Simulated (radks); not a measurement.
Q: Species: Zr I. Configuration: [Kr] 4d1.5 5s2 5p0.5 (fractional occupations, a model configuration). Method: Dirac Kohn-Sham, PBE, spin-unpolarised, spherical densities, point nucleus; open shells fill j = l - 1/2 first; computed with a radial shooting solver on a logarithmic mesh with Libxc functionals. Some entries of the table are withheld. Estimate them.

| orbital | occ. | eigenvalue (Ry) | <r> (bohr) | <1/r> (bohr^-1) |
|---|---|---|---|---|
| 1s1/2 | 2 | -1309.680 | 0.03706 | 41.26 |
| 2s1/2 | 2 | -181.5605 | 0.1623 | 9.341 |
| 2p1/2 | 2 | (1) | 0.1387 | 9.315 |
| 2p3/2 | 4 | (2) | 0.1430 | 8.912 |
| 3s1/2 | 2 | -29.87552 | 0.4583 | (3) |
| 3p1/2 | 2 | (4) | 0.4549 | 3.055 |
| 3p3/2 | 4 | (5) | 0.4654 | 2.959 |
| 3d3/2 | 4 | -13.08504 | 0.4505 | 2.755 |
| 3d5/2 | 6 | -12.90152 | 0.4540 | 2.730 |
| 4s1/2 | 2 | -4.13858 | (6) | 1.122 |
| 4p1/2 | 2 | -2.60273 | 1.342 | 1.000 |
| 4p3/2 | 4 | -2.47113 | 1.372 | 0.9738 |
| 5s1/2 | 2 | -0.37734 | 3.610 | 0.3546 |
| 4d3/2 | 1.5 | -0.36493 | 2.165 | 0.6265 |
| 4d5/2 | 0 | -0.35457 | 2.189 | 0.6197 |
| 5p1/2 | 0.5 | -0.14744 | 4.795 | (7) |
| 5p3/2 | 0 | -0.13904 | 4.915 | (8) |

A: 
(1) 2p1/2 eigenvalue (Ry): -166.2071
(2) 2p3/2 eigenvalue (Ry): -159.8968
(3) 3s1/2 <1/r> (bohr^-1): 3.161
(4) 3p1/2 eigenvalue (Ry): -24.16094
(5) 3p3/2 eigenvalue (Ry): -23.15631
(6) 4s1/2 <r> (bohr): 1.210
(7) 5p1/2 <1/r> (bohr^-1): 0.2655
(8) 5p3/2 <1/r> (bohr^-1): 0.2587
